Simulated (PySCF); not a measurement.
**UHF on V⁺ (vanadium, charge +1)**

Configuration: [Ar] 3d4, high-spin 5D determinant. Calculation: PySCF 2.14, in cc-pVTZ-DK; scalar relativity by spin-free X2C-1e.

| Property | Result |
| --- | --- |
| Total energy | -947.915637 hartree |
| One-electron energy | -1299.2551 hartree |
| Hartree (Coulomb) energy | 396.0484 hartree |
| Exchange energy | -44.7090 hartree |
| ⟨S²⟩ | 6.0011 |
| ⟨L²⟩ | 6.021 |
| Sum of ⟨r⟩ | 16.36 bohr |
| Sum of ⟨r²⟩ | 21.66 bohr² |
| Traceless quadrupole moment −½Σ⟨3z² − r²⟩ along its main axis | -0.895 e·bohr² |
| Langevin diamagnetic susceptibility | -17.2 ×10⁻⁶ cm³/mol |
| Time after the integrals | 0.88 s of wall time on 1 thread of Neoverse-N1 (shared host) |

```tsv
shell	electrons	mean orbital energy (eV)	spread (eV)	rms radius, mean of both spins (bohr)
1s β	1	-5522.5	0	0.0768
1s α	1	-5522.4	0	0.0768
2s α	1	-659.55	0	0.332
2s β	1	-657.79	0	0.332
2p α	3	-548.30	0.041	0.303
2p β	3	-546.52	0.563	0.303
3s α	1	-92.919	0	1.03
3s β	1	-86.130	0	1.03
3p α	3	-61.666	1.051	1.13
3p β	3	-53.191	1.630	1.13
3d α	4	-15.833	1.523	1.67
```

Densities and radii are taken from the X2C orbitals without a picture-change correction, which distorts them close to the nucleus.
